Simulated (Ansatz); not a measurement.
`[NH2][GaH][SiH2][SiH3]` + `NCOC=O` → `[NH2][GaH][SiH2]C=O` + `NCO[SiH3]`  (formal exchange of groups at the Si–Si bond)

Program: Ansatz. Geometries: PBE0-D4/def2-TZVP. ΔE: electronic, gas phase. CBS: MP2 limit from def2 TZ/QZ plus the TZ coupled-cluster correction, frozen cores. DFT in def2-TZVPP. B3LYP here is the variant with VWN-RPA as its local correlation; programs differ in this. For Ga outer-core shells are correlated without core-valence functions, which leaves a few kJ/mol of doubt a bond. Scalar relativity is left out up to krypton. One conformer a species, not always the lowest.

`[NH2][GaH][SiH2][SiH3]`:

Cartesian coordinates in Å:
```
N 0.484 0.009 -2.750
Ga -0.460 0.766 -1.395
Si -0.877 -0.596 0.536
Si 0.541 0.013 2.294
H 0.802 -0.944 -2.754
H 0.732 0.490 -3.599
H -0.874 2.261 -1.605
H -2.285 -0.438 1.004
H -0.660 -2.042 0.237
H 1.960 -0.173 1.884
H 0.342 1.450 2.630
H 0.294 -0.796 3.518
```

`NCOC=O`:

Cartesian coordinates in Å:
```
N -1.375 -0.612 -0.977
C -0.640 0.107 -0.018
O 0.783 -0.230 -0.083
C 1.563 0.402 0.783
O 1.205 1.207 1.595
H -1.096 -0.398 -1.923
H -1.333 -1.611 -0.832
H -0.984 -0.123 0.991
H -0.729 1.181 -0.183
H 2.606 0.076 0.648
```

`[NH2][GaH][SiH2]C=O`:

Cartesian coordinates in Å:
```
N -1.435 -1.972 -0.318
Ga -0.151 -1.196 0.703
Si 0.047 1.198 0.504
C 1.480 1.568 -0.732
O 2.621 1.738 -0.390
H -2.077 -1.463 -0.902
H -1.613 -2.963 -0.340
H 0.726 -2.151 1.575
H -1.193 1.792 -0.072
H 0.371 1.860 1.794
H 1.224 1.589 -1.821
```

`NCO[SiH3]`:

Cartesian coordinates in Å:
```
N 1.621 0.121 -1.371
C 0.307 -0.065 -0.875
O 0.221 0.118 0.539
Si -1.180 -0.033 1.384
H 2.266 -0.537 -0.953
H 1.956 1.056 -1.179
H -0.025 -1.080 -1.124
H -0.362 0.649 -1.369
H -2.204 0.939 0.905
H -0.851 0.234 2.803
H -1.749 -1.403 1.239
```

```
             level  ΔE (kJ/mol)  difference from CCSD(T)/CBS
           PBE0-D4         11.3                         23.4
          B3LYP-D4         -9.1                          3.0
           ωB97X-V         -0.7                         11.4
           ωB97M-V         -9.3                          2.8
               PBE         12.7                         24.8
            r2SCAN          4.7                         16.8
              PBE0         10.8                         22.9
     HF/def2-TZVPP        -20.7                         -8.6
    MP2/def2-TZVPP        -11.8                          0.3
SCS-MP2/def2-TZVPP        -18.4                         -6.3
CCSD(T)/def2-TZVPP         -7.6                          4.5
    MP2/def2-QZVPP        -15.4                         -3.3
SCS-MP2/def2-QZVPP        -21.9                         -9.8
      HF/CBS(def2)        -23.9                        -11.8
     MP2/CBS(def2)        -16.3                         -4.2
    CCSD/CBS(def2)        -15.8                         -3.7
       CCSD(T)/CBS        -12.1                            0
```

Largest T1 diagnostic among the species: 0.016.

In def2-TZVPP, CCSD(T) changes the Hartree–Fock value by +13.0 kJ/mol (the triples alone add +3.7 kJ/mol) and MP2 by +8.8 kJ/mol.
